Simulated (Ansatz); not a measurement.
`[OH][Al]([Br])[Br]` + H₂O → `[OH][Al]([OH])[Br]` + HBr  (formal hydrolysis of the Al–Br bond)

Computed with Ansatz on PBE0-D4/def2-TZVP structures; ΔE is electronic, products minus reactants. CCSD(T)/CBS adds triple-zeta CCSD(T) − MP2 to the extrapolated MP2 energy (def2 sets, frozen cores). This one scheme is used for every species. Functionals use def2-TZVPP. For Br outer-core shells are correlated without core-valence functions, which leaves a few kJ/mol of doubt a bond. Scalar relativity is left out up to krypton. One conformer a species, not always the lowest.

Is it downhill or uphill in electronic energy at CCSD(T)/CBS, and by how much? (An estimate is asked.)

Computed: Uphill: ΔE = +27.2 kJ/mol.

What do these levels give: revPBE-D4, BLYP-D4, r2SCANh-D4, ωB97X-V, ωB97M-V, BLYP, r2SCAN0, BHLYP, CCSD/def2-SVP, SCS-MP2/def2-TZVPP, CCSD/def2-TZVPP, SCS-MP2/def2-QZVPP? (Estimate.)

Ansatz gave: revPBE-D4 24.9, BLYP-D4 15.2, r2SCANh-D4 23.1, ωB97X-V 21.4, ωB97M-V 21.9, BLYP 11.7, r2SCAN0 24.7, BHLYP 18.7, CCSD/def2-SVP 18.7, SCS-MP2/def2-TZVPP 20.0, CCSD/def2-TZVPP 20.1, SCS-MP2/def2-QZVPP 23.3 kJ/mol.

Largest T1 diagnostic among the species: 0.010.

At CCSD(T), def2-SVP lies −8.3 kJ/mol from the extrapolated value and def2-TZVPP −6.7 kJ/mol. The D4 term adds +3.4 kJ/mol with B3LYP and +1.8 kJ/mol with PBE0; it sums over pairs of atoms, weighted by their polarisabilities, and B3LYP, whose exchange is more repulsive, gets the larger term.

B3LYP here is the variant with VWN-RPA as its local correlation; programs differ in this.
